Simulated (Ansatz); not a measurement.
**One arrangement of a pair**

The pair of K⁺ (SMILES [K+], atom 1) and C2H2 (SMILES C#C, atoms 2–5), both closed shells, in one local arrangement (a lower one may exist), relaxed at PBE0-D4/def2-TZVP:

```
atom    x (Å)    y (Å)    z (Å)
  K1   0.0039  -0.3096  -2.4800
  C2  -0.0500  -0.5210   0.6544
  C3   0.0482   0.6659   0.5063
  H4  -0.1374  -1.5650   0.8651
  H5   0.1353   1.7297   0.4541
```

Computed with Ansatz 0.2.0 (basis: def2-TZVPPD, with def2-QZVPPD for the basis limit); correlated methods freeze the cores. The outer core shell of Li, Na, Mg and K is correlated. The def2 sets are not built for correlating such inner shells, so the correlated values are less sure here. B3LYP uses VWN-RPA correlation. Extrapolation: Hartree–Fock as exp(−7.88 √X), correlation as X^−2.97. Interaction energies count from these two fragments, frozen as in the pair, with the counterpoise correction; negative means bound.

**Question.** What is the interaction energy by CCSD(T) at an estimated basis limit (MP2 extrapolated from triple and quadruple zeta, plus CCSD(T) − MP2 in triple zeta)? (To be estimated.)

**Answer.** The calculation gives: -39.9 kJ/mol. Hartree–Fock alone gives -34.7 kJ/mol at the basis limit. It counts from the two fragments frozen as in the pair.

The same quantity by other methods in triple zeta, and each one's difference from that estimate:
| method | E_int (kJ/mol) | difference |
| --- | --- | --- |
| PBE-D4 | -40.9 | -0.9 |
| revPBE-D4 | -38.0 | 1.9 |
| BLYP-D4 | -38.9 | 1.0 |
| r2SCAN-D4 | -39.4 | 0.5 |
| B97M-V | -39.2 | 0.7 |
| PBE0-D4 | -40.9 | -1.0 |
| B3LYP-D4 | -40.1 | -0.2 |
| HSE06-D4 | -41.0 | -1.0 |
| wB97X-V | -40.2 | -0.3 |
| wB97M-V | -40.5 | -0.6 |
| B2PLYP | -36.8 | 3.2 |
| HF | -33.8 | 6.1 |
| MP2 | -36.7 | 3.2 |
| CCSD | -35.6 | 4.3 |
| CCSD(T) | -35.8 | 4.1 |
Differences are method less estimate.

Basis-set superposition shift (counterpoise-corrected less uncorrected): CCSD(T) 2.7; MP2 2.6; HF 0.3; PBE0-D4 0.5; wB97M-V 0.5 kJ/mol.

T1 diagnostic: at most 0.014.

For scale, one of the runs: CCSD(T)/def2-TZVPPD, 144 basis functions, launched by `ansatz run in.yaml --threads 2 --pin off --events-out ev --progress --plain --max-ram 5222MiB`. Hardware: 2 CPU threads of an Arm Neoverse V1, shared host. Wall time 6.5 s; peak host memory 0.67 GiB.
